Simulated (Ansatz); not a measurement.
Consider the formal exchange of groups at the Si–N bond: `CC(S)N[SiH3]` + `OC[SiH2]Cl` → `OC([SiH3])[SiH2]Cl` + `CC(N)S`.

Computed with Ansatz on PBE0-D4/def2-TZVP structures; ΔE is electronic, products minus reactants. CCSD(T)/CBS is the MP2 limit (def2-TZVPP, def2-QZVPP) plus CCSD(T) − MP2 in def2-TZVPP, frozen cores. DFT in def2-TZVPP. B3LYP here is the variant with VWN-RPA as its local correlation; programs differ in this. Each species was taken in one conformer, which may not be the lowest.

Task: Is it downhill or uphill in electronic energy at CCSD(T)/CBS, and by how much? (Estimate.)

Result: Computed: Uphill: ΔE = +61.2 kJ/mol.

Task: What do these levels give: PBE-D4, B3LYP-D4, B2PLYP, SCS-MP2/def2-TZVPP, MP2/def2-QZVPP, MP2/CBS(def2)? (Estimate.)

Result: The calculation gave: PBE-D4 56.4, B3LYP-D4 65.0, B2PLYP 65.2, SCS-MP2/def2-TZVPP 66.0, MP2/def2-QZVPP 64.6, MP2/CBS(def2) 64.2 kJ/mol.

Largest T1 diagnostic among the species: 0.011.

In def2-TZVPP, CCSD(T) changes the Hartree–Fock value by −11.3 kJ/mol (the triples alone add −1.4 kJ/mol) and MP2 by −8.2 kJ/mol.
